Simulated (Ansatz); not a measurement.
`C[SiH2]BO[SiH3]` + `[SiH3]Br` → `C[SiH2][SiH2]Br` + `BO[SiH3]`  (formal exchange of groups at the Si–B bond)

Gas-phase electronic energies from Ansatz, PBE0-D4/def2-TZVP geometries. CCSD(T)/CBS is the MP2 limit (def2-TZVPP, def2-QZVPP) plus CCSD(T) − MP2 in def2-TZVPP, frozen cores. Functionals use def2-TZVPP. B3LYP here is the variant with VWN-RPA as its local correlation; programs differ in this. For Br outer-core shells are correlated without core-valence functions, which leaves a few kJ/mol of doubt a bond. Scalar relativity is left out up to krypton. Each species was taken in one conformer, which may not be the lowest.

| level | ΔE (eV) |
| --- | --- |
| PBE-D4 | -0.34 |
| r2SCAN-D4 | -0.33 |
| ωB97X-V | -0.31 |
| ωB97M-V | -0.31 |
| B3LYP | -0.28 |
| SCS-MP2/def2-QZVPP | -0.31 |
| HF/CBS(def2) | -0.27 |
| CCSD/CBS(def2) | -0.31 |

(1) What does CCSD(T)/CBS give? (Best estimate.)

Largest T1 diagnostic among the species: 0.013.

## Answers

(1) Ansatz gave: -0.32 eV. The listed levels differ from it by -0.02, -0.01, 0.01, 0.01, 0.04, 0.01, 0.05, 0.01 eV.

The D4 term adds −0.05 eV with B3LYP and −0.03 eV with PBE0; it sums over pairs of atoms, weighted by their polarisabilities, and B3LYP, whose exchange is more repulsive, gets the larger term.
